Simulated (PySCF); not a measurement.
An element was calculated at PBE0 (PySCF 2.14, spin-free X2C, a triple-zeta basis, no spin-orbit coupling), in the ground configurations that NIST lists.

| Property | Result |
| --- | --- |
| first ionisation energy | 5.718 eV |
| second ionisation energy | 11.553 eV |
| third ionisation energy | 22.075 eV |

Q: Which element is it?

A: Terbium (Tb, Z = 65), in x2c-TZVPPall with one added diffuse shell each of s, p, d, f type. NIST lists 5.864, 11.513 ± 0.02, 21.82 ± 0.03 eV for these ionisation energies.
